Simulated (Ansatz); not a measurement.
ClH4O4Ta, SMILES `[OH][Ta]([OH])([OH])([OH])[Cl]`, relaxed with RKS PBE0-D4/def2-TZVP in the Gaussian-basis code of Ansatz from a GFN2-xTB geometry. The force threshold is 0.005 eV/Å; the program also tests the step.

The species carries charge 0 and has multiplicity 1. Ta: def2 effective core potential.

Start:

```xyz
10

O     0.775    1.086    1.237
Ta   -0.120    0.041    0.050
O    -0.935   -1.031   -1.171
O     0.407    1.207   -1.316
O     0.464   -1.495    0.946
Cl   -2.097    0.702    0.888
H     1.247    1.812    1.642
H    -1.323   -1.790   -1.604
H     0.465    1.214   -2.272
H     1.117   -1.746    1.600
```

```csv
step,energy (eV),largest force (eV/Å),largest move (Å)
1,-22325.8421,2.715,0.000
2,-22326.2763,0.462,0.192
3,-22326.3601,0.313,0.083
4,-22326.4132,1.582,0.191
5,-22326.4911,0.321,0.200
6,-22326.5055,0.319,0.183
7,-22326.5242,0.480,0.100
8 (rejected),-22326.5040,1.118,0.125
9,-22326.5416,0.305,0.062
10,-22326.5588,0.106,0.090
11,-22326.5696,0.583,0.144
12,-22326.5838,0.350,0.078
13 (rejected),-22326.5828,0.201,0.042
14,-22326.5885,0.039,0.021
15,-22326.5921,0.044,0.070
16,-22326.5931,0.018,0.026
17,-22326.5934,0.014,0.020
18,-22326.5934,0.003,0.007
```

End:

```xyz
10

O     0.689    1.159    1.341
Ta    0.001    0.000    0.000
O    -1.097   -1.024   -1.169
O     0.905    0.892   -1.408
O     0.962   -1.513    0.619
Cl   -2.114    0.703    0.893
H     0.310    1.746    1.995
H    -2.037   -1.172   -1.265
H     0.767    0.651   -2.327
H     1.613   -1.442    1.321
```

It took 56 s on 2 threads of an AMD EPYC 7R13 on a shared host and a share of an NVIDIA H100 80 GB, with 0.89 GiB of host memory at the peak.
